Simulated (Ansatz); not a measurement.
Cost and result for the atomization energy of C7H12O3 (`CO/C(O)=C\C(=O)C(C)C`) (22 atoms, 21 bonds).

```xyz
22

C    -2.9548   -0.5511    0.5755
O    -1.5977   -0.3984    0.1753
C    -1.2432   -0.7430   -1.0515
O    -2.2771   -1.1779   -1.7886
C     0.0186   -0.6658   -1.5303
C     1.2528   -0.2516   -0.8786
O     2.2921   -0.2897   -1.5144
C     1.2498    0.2539    0.5561
C     2.6245    0.1068    1.1833
C     0.7925    1.7131    0.5606
H    -2.9864   -0.2078    1.6069
H    -3.6169    0.0586   -0.0405
H    -3.2653   -1.5954    0.5205
H    -1.9524   -1.4161   -2.6628
H     0.1606   -0.9707   -2.5620
H     0.5243   -0.3317    1.1260
H     2.9461   -0.9365    1.1968
H     3.3689    0.6702    0.6192
H     2.6107    0.4766    2.2117
H     0.7657    2.0990    1.5826
H     1.4900    2.3278   -0.0145
H    -0.2028    1.8295    0.1286
```

The species carries charge 0 and has multiplicity 1. The geometry is a stationary point of PBE0-D4/def2-TZVP. It is one conformer, not always the lowest. Program: Ansatz. All runs use 4 threads of an AMD EPYC 7R13 on a shared host and a share of an NVIDIA H100 80 GB. Times are those of one run each, without the atoms' runs, and a repeat can differ threefold. Electronic energies, without spin–orbit coupling; frozen cores. CCSD(T)/CBS adds CCSD(T) − MP2 in def2-TZVPP to the MP2 limit, and its time is that of the two runs behind it. T1 = 0.013. HSE06 is the plane-wave form, built on full-range PBE exchange.

CCSD(T)/CBS is a level of theory with its own doubt, some kJ/mol a heavy atom from the limit and from the frozen cores, so smaller differences don't rank the functionals.

| level | functions | wall time |
| --- | --- | --- |
| BLYP-D4/def2-TZVPP | 478 | 2.6 s |
| BHLYP-D4/def2-TZVPP | 478 | 2.6 s |
| CAM-B3LYP-D4/def2-TZVPP | 478 | 3.2 s |
| r2SCANh-D4/def2-TZVPP | 478 | 3.4 s |
| CCSD(T)/def2-SVP | 200 | 3.4 s |
| PBE0-D4/def2-TZVPP | 478 | 3.5 s |
| LDA (SPW92)/def2-TZVPP | 478 | 3.8 s |
| HSE06-D4/def2-TZVPP | 478 | 4 s |
| ωB97X-V/def2-TZVPP | 478 | 4.5 s |
| PBE-QIDH/def2-TZVPP | 478 | 4.7 s |
| MP2/def2-QZVPP | 930 | 7.5 s |
| CCSD(T)/def2-TZVPP | 478 | 51 s |
| CCSD(T)/CBS(def2) | – | 58 s |

(1) What atomization energy does each give, and how far from CCSD(T)/CBS? (Estimate.)

## Answers

(1) Computed: 
| level | atomization (kcal/mol) | difference from CCSD(T)/CBS | per bond |
| --- | --- | --- | --- |
| BLYP-D4/def2-TZVPP | 2219.4 | 7.9 | 0.4 |
| BHLYP-D4/def2-TZVPP | 2137.3 | -74.2 | -3.5 |
| CAM-B3LYP-D4/def2-TZVPP | 2225.8 | 14.3 | 0.7 |
| r2SCANh-D4/def2-TZVPP | 2210.4 | -1.1 | 0.0 |
| CCSD(T)/def2-SVP | 2121.8 | -89.7 | -4.3 |
| PBE0-D4/def2-TZVPP | 2233.6 | 22.1 | 1.1 |
| LDA (SPW92)/def2-TZVPP | 2575.5 | 364.0 | 17.3 |
| HSE06-D4/def2-TZVPP | 2235.5 | 24.0 | 1.1 |
| ωB97X-V/def2-TZVPP | 2217.4 | 5.9 | 0.3 |
| PBE-QIDH/def2-TZVPP | 2208.5 | -3.0 | -0.1 |
| MP2/def2-QZVPP | 2238.4 | 26.9 | 1.3 |
| CCSD(T)/def2-TZVPP | 2158.0 | -53.5 | -2.5 |
| CCSD(T)/CBS(def2) | 2211.5 | 0.0 | 0.0 |

Leaving LDA and LC-ωPBE aside and taking each functional with its dispersion term where it has one, the values, not all of them listed here, spread over 147.4 kcal/mol, from BHLYP-D4 to PBE-D4. LDA lies +303.2 kcal/mol from PBE without D4, its usual overbinding. From r2SCAN to r2SCAN0 (25 % exact exchange), in def2-TZVPP and without D4, the atomization energy moves by −40.8 kcal/mol: exact exchange takes away binding that semilocal exchange gives to molecules. At CCSD(T), def2-SVP lies −89.7 kcal/mol from the extrapolated value and def2-TZVPP −53.5 kcal/mol: correlation converges slowly with the basis, and small sets miss more of it in the bonded molecule than in its fragments.
